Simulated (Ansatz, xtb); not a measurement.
**A geometry optimisation of CHAgN with r2SCAN-D4/def2-SVP**

The starting geometry of this gas-phase doublet has its atoms placed at random.

```tsv
atom	x (Å)	y (Å)	z (Å)
C	0.4355	-0.1688	0.3286
Ag	-0.9714	1.2694	0.1269
N	1.4108	-0.1051	-0.5443
H	1.4793	-0.5326	0.2580
```

**Question.** One run relaxed it with r2SCAN-D4/def2-SVP. What is a likely outcome?

**Answer.** It ends as `N=[C][Ag]`. Distances that change by over a tenth: N3–H4 (0.91 → 1.01 Å). Contacts that open: C1–H4 (1.11 → 2.17 Å).

The energy falls by 3.24 eV over 23 steps:

```csv
step,E − E(last) (eV)
1,3.244
3,1.226
6,0.219
8,0.065
11,0.037
13,0.028
16,0.014
18,0.003
21,0.000
23,0.000
```

Final geometry (Å):

```xyz
4

C     0.2052    0.0425    0.4765
Ag   -1.1974    1.5167   -0.1588
N     1.2419   -0.4302    0.1580
H     2.1045   -0.6661   -0.3065
```

From the same start GFN2-xTB reaches the same bonding as this run.

From so rough a start the end depends on the optimiser's path, so another program may land elsewhere. The end wasn't checked by frequencies. Open shells are spin-unrestricted. Atoms past krypton carry core potentials, without spin–orbit terms. Run with Ansatz 0.2.0, 63 s on 2 threads of Arm Neoverse V2, with other jobs on the host.
